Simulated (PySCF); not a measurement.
F2, charge +1, doublet, at a GFN2-xTB geometry (a state made from the parent by changing its charge; the spin is typed, not shown lowest), atoms displaced at random by about 0.08 Å a coordinate; PBE/6-31G, gradient by finite differences in PySCF.

The PySCF input:
```python
from pyscf import gto, scf, dft

mol = gto.Mole()
mol.atom = '''
    F    -0.05162274    0.02123014   -0.82485360
    F     0.07513872    0.08229899    0.64609073
'''
mol.basis = '6-31g'
mol.charge = 1
mol.spin = 1
mol.verbose = 4
mol.build()

mf = dft.UKS(mol)
mf.xc = 'pbe'
mf.conv_tol = 1e-11
mf.kernel()
scan, done = mf.as_scanner(), []
scan.scf_summary = {}
def energy(d):
    c = mol.atom_coords()
    c[1, 2] += d
    e = scan(mol.set_geom_(c, unit='Bohr', inplace=False))
    done.append(scan.converged)
    return e
h = 1e-5
fd = (energy(h) - energy(-h)) / (2 * h)
print('dE/dx =', fd)
```

It wrote (shortened):

```
PySCF version 2.14.0

[INPUT] verbose = 4
[INPUT] num. atoms = 2
[INPUT] num. electrons = 17
[INPUT] charge = 1
[INPUT] spin (= nelec alpha-beta = 2S) = 1
[INPUT] symmetry False subgroup None
[INPUT] Mole.unit = angstrom
[INPUT] Symbol           X                Y                Z      unit          X                Y                Z       unit  Magmom
[INPUT]  1 F     -0.051622740000   0.021230140000  -0.824853600000 AA   -0.097552840400   0.040119150186  -1.558747396862 Bohr   0.0
[INPUT]  2 F      0.075138720000   0.082298990000   0.646090730000 AA    0.141991602150   0.155522551428   1.220934531320 Bohr   0.0

nuclear repulsion = 29.0076155300331
number of shells = 10
number of NR pGTOs = 44
number of NR cGTOs = 18
basis = 6-31g
ecp = {}

******** <class 'pyscf.dft.uks.UKS'> ********
method = UKS
initial guess = minao
damping factor = 0
level_shift factor = 0
DIIS = <class 'pyscf.scf.diis.CDIIS'>
diis_start_cycle = 1
diis_space = 8
diis_damp = 0
SCF conv_tol = 1e-11
SCF conv_tol_grad = None
SCF max_cycles = 50
direct_scf = True
direct_scf_tol = 1e-13
number electrons alpha = 9  beta = 8
XC library pyscf.dft.libxc version 7.1.2
    S. Lehtola, C. Steigemann, M. J. T. Oliveira, and M. A. L. Marques,  SoftwareX 7, 1–5 (2018)
XC functionals = pbe
    J. P. Perdew, K. Burke, and M. Ernzerhof,  Phys. Rev. Lett. 77, 3865 (1996)
    J. P. Perdew, K. Burke, and M. Ernzerhof,  Phys. Rev. Lett. 78, 1396 (1997)
    J. P. Perdew, K. Burke, and M. Ernzerhof,  Phys. Rev. Lett. 77, 3865 (1996)
    J. P. Perdew, K. Burke, and M. Ernzerhof,  Phys. Rev. Lett. 78, 1396 (1997)
radial grids:
    Treutler-Ahlrichs [JCP 102, 346 (1995); DOI:10.1063/1.469408] (M4) radial grids

becke partition: Becke, JCP 88, 2547 (1988); DOI:10.1063/1.454033
pruning grids: <function nwchem_prune>
grids dens level: 3
symmetrized grids: False
atomic radii adjust function: <function treutler_atomic_radii_adjust>
small_rho_cutoff = 0
Set gradient conv threshold to 3.16228e-06
tot grids = 28528
init E= -199.354252470795

cycle= 1 E= -198.693531978121  delta_E= 0.661  |g|= 0.353  |ddm|= 1.09
cycle= 2 E= -198.711594021544  delta_E= -0.0181  |g|= 0.281  |ddm|= 0.383
cycle= 3 E= -198.737984283005  delta_E= -0.0264  |g|= 0.00735  |ddm|= 0.168
cycle= 4 E= -198.738017389893  delta_E= -3.31e-05  |g|= 0.00185  |ddm|= 0.00862
cycle= 5 E= -198.738019654103  delta_E= -2.26e-06  |g|= 9.45e-05  |ddm|= 0.00179
cycle= 6 E= -198.738019659567  delta_E= -5.46e-09  |g|= 5.95e-06  |ddm|= 0.000107
cycle= 7 E= -198.738019659592  delta_E= -2.48e-11  |g|= 2.83e-07  |ddm|= 6.88e-06
cycle= 8 E= -198.738019659592  delta_E= 2.27e-13  |g|= 1.32e-07  |ddm|= 3.04e-06
Extra cycle  E= -198.738019659592  delta_E= 1.99e-13  |g|= 7.18e-07  |ddm|= 2.95e-06
converged SCF energy = -198.738019659592  <S^2> = 0.75073309  2S+1 = 2.000733
Create scanner for <class 'pyscf.dft.uks.UKS'>

WARN: Mole.unit (angstrom) is changed to Bohr

New geometry
   1 F     -0.051622740000   0.021230140000  -0.824853600000 AA   -0.097552840400   0.040119150186  -1.558747396862 Bohr
   2 F      0.075138720000   0.082298990000   0.646096021772 AA    0.141991602150   0.155522551428   1.220944531320 Bohr

******** <class 'pyscf.scf.hf.UKS_Scanner'> ********
method = UKS_Scanner
initial guess = minao
damping factor = 0
level_shift factor = 0
DIIS = <class 'pyscf.scf.diis.CDIIS'>
diis_start_cycle = 1
diis_space = 8
diis_damp = 0
SCF conv_tol = 1e-11
SCF conv_tol_grad = None
SCF max_cycles = 50
direct_scf = True
direct_scf_tol = 1e-13
number electrons alpha = 9  beta = 8
XC library pyscf.dft.libxc version 7.1.2
    S. Lehtola, C. Steigemann, M. J. T. Oliveira, and M. A. L. Marques,  SoftwareX 7, 1–5 (2018)
XC functionals = pbe
    J. P. Perdew, K. Burke, and M. Ernzerhof,  Phys. Rev. Lett. 77, 3865 (1996)
    J. P. Perdew, K. Burke, and M. Ernzerhof,  Phys. Rev. Lett. 78, 1396 (1997)
    J. P. Perdew, K. Burke, and M. Ernzerhof,  Phys. Rev. Lett. 77, 3865 (1996)
    J. P. Perdew, K. Burke, and M. Ernzerhof,  Phys. Rev. Lett. 78, 1396 (1997)
radial grids:
    Treutler-Ahlrichs [JCP 102, 346 (1995); DOI:10.1063/1.469408] (M4) radial grids

becke partition: Becke, JCP 88, 2547 (1988); DOI:10.1063/1.454033
pruning grids: <function nwchem_prune>
grids dens level: 3
symmetrized grids: False
atomic radii adjust function: <function treutler_atomic_radii_adjust>
small_rho_cutoff = 0
Set gradient conv threshold to 3.16228e-06
tot grids = 28528
init E= -198.738017356597
cycle= 1 E= -198.738019345058  delta_E= -1.99e-06  |g|= 6.55e-06  |ddm|= 6.25e-06
cycle= 2 E= -198.738019343946  delta_E= 1.11e-09  |g|= 5.64e-05  |ddm|= 3.17e-05
cycle= 3 E= -198.738019345074  delta_E= -1.13e-09  |g|= 7.8e-07  |ddm|= 2.85e-05
cycle= 4 E= -198.738019345075  delta_E= -6.54e-13  |g|= 1.06e-07  |ddm|= 2.14e-06
Extra cycle  E= -198.738019345075  delta_E= 8.53e-14  |g|= 1.06e-07  |ddm|= 2.92e-06
converged SCF energy = -198.738019345075  <S^2> = 0.75073309  2S+1 = 2.000733

WARN: Mole.unit (angstrom) is changed to Bohr

New geometry
   1 F     -0.051622740000   0.021230140000  -0.824853600000 AA   -0.097552840400   0.040119150186  -1.558747396862 Bohr
   2 F      0.075138720000   0.082298990000   0.646085438228 AA    0.141991602150   0.155522551428   1.220924531320 Bohr

******** <class 'pyscf.scf.hf.UKS_Scanner'> ********
method = UKS_Scanner
initial guess = minao
damping factor = 0
level_shift factor = 0
DIIS = <class 'pyscf.scf.diis.CDIIS'>
diis_start_cycle = 1
diis_space = 8
diis_damp = 0
SCF conv_tol = 1e-11
SCF conv_tol_grad = None
SCF max_cycles = 50
direct_scf = True
direct_scf_tol = 1e-13
number electrons alpha = 9  beta = 8
XC library pyscf.dft.libxc version 7.1.2
    S. Lehtola, C. Steigemann, M. J. T. Oliveira, and M. A. L. Marques,  SoftwareX 7, 1–5 (2018)
XC functionals = pbe
    J. P. Perdew, K. Burke, and M. Ernzerhof,  Phys. Rev. Lett. 77, 3865 (1996)
    J. P. Perdew, K. Burke, and M. Ernzerhof,  Phys. Rev. Lett. 78, 1396 (1997)
    J. P. Perdew, K. Burke, and M. Ernzerhof,  Phys. Rev. Lett. 77, 3865 (1996)
    J. P. Perdew, K. Burke, and M. Ernzerhof,  Phys. Rev. Lett. 78, 1396 (1997)
radial grids:
    Treutler-Ahlrichs [JCP 102, 346 (1995); DOI:10.1063/1.469408] (M4) radial grids

becke partition: Becke, JCP 88, 2547 (1988); DOI:10.1063/1.454033
pruning grids: <function nwchem_prune>
grids dens level: 3
symmetrized grids: False
atomic radii adjust function: <function treutler_atomic_radii_adjust>
small_rho_cutoff = 0
Set gradient conv threshold to 3.16228e-06
tot grids = 28528
init E= -198.738023951198
cycle= 1 E= -198.738019974077  delta_E= 3.98e-06  |g|= 3.34e-06  |ddm|= 8.98e-06
cycle= 2 E= -198.738019974084  delta_E= -6.65e-12  |g|= 1.42e-06  |ddm|= 5.53e-06
Extra cycle  E= -198.738019974085  delta_E= -1.14e-12  |g|= 6.53e-07  |ddm|= 3.49e-06
converged SCF energy = -198.738019974085  <S^2> = 0.7507331  2S+1 = 2.000733
dE/dx = 0.0314505243181884
```
